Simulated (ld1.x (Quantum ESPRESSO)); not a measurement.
## Varying the TM potential for Ge

Base potential:

germanium, norm-conserving Troullier–Martins (Kleinman–Bylander form), made with ld1.x (Quantum ESPRESSO) 7.5 (PBE, scalar-relativistic). Core [Ar] 3d10, reference 4s2 4p2. Waves: 4s (bound): rc 1.45 bohr; 4d channel at -0.2 Ry: rc 1.65 bohr; 4p (bound): rc 2.05 bohr. Local part: the p channel. Core correction: none.

All-electron outer shells of the reference configuration (PBE, scalar-relativistic, ld1.x):

```csv
shell,level (eV),outermost node (bohr),outermost maximum (bohr)
3p,-115.62,0.23,0.54
3d,-29.31,–,0.50
4s,-11.73,0.77,1.75
4p,-3.90,0.82,2.22
```

Cutoffs, loose and tight: the cutoffs (Ry, on a coarse ladder) from which the occupation-weighted sum of valence levels, in a spherical-Bessel basis at the reference potential, stays within 10 and 1 mRy of its value at 400 Ry. They do not see the model core or the augmentation charge, which bear on the density cutoff. Test errors are all-electron minus pseudo excitation energies from the reference, over the configurations 4s2 4p1; 4s2 4p0; 4s1 4p0; 4s1 4p2; 4s1 4p3; 4s2 4p1.5; 4s2 4p2.3. A dash means not determined; rows that change the core or the reference have their own tests.

A true bound ghost makes a file unfit for plane-wave use even where its test errors are small: the radial tests pick states by their node count and pass the ghost by.

| change | outcome | cutoff, loose | cutoff, tight | bound ghosts | largest test error (meV) |
| --- | --- | --- | --- | --- | --- |
| base | generated | 35 Ry | 70 Ry | d | +54 |
| wave 4p (bound): rc 2.05 bohr becomes 4p (bound): rc 1.46 bohr | generated | 45 Ry | 80 Ry | s, d | +66 |
| wave 4p (bound): rc 2.05 bohr becomes 4p (bound): rc 1.76 bohr | generated | 35 Ry | 70 Ry | d | +56 |
| wave 4p (bound): rc 2.05 bohr becomes 4p (bound): rc 2.02 bohr | generated | 35 Ry | 70 Ry | d | +54 |
| wave 4p (bound): rc 2.05 bohr becomes 4p (bound): rc 2.36 bohr | generated | 35 Ry | 70 Ry | d | +51 |
| wave 4p (bound): rc 2.05 bohr becomes 4p (bound): rc 2.68 bohr | generated | 35 Ry | 70 Ry | d | +35 |
| wave 4p (bound): rc 2.05 bohr becomes 4p (bound): rc 3.08 bohr | generated | 35 Ry | 70 Ry | d | -33 |

Reading the sweep of the p radius (base included, trends over the rows without a ghost): Bound ghosts are found at 1.46, 1.76, 2.02, 2.05, 2.36, 2.68, 3.08 bohr. Every judged row has one, so this setting neither creates nor removes them.
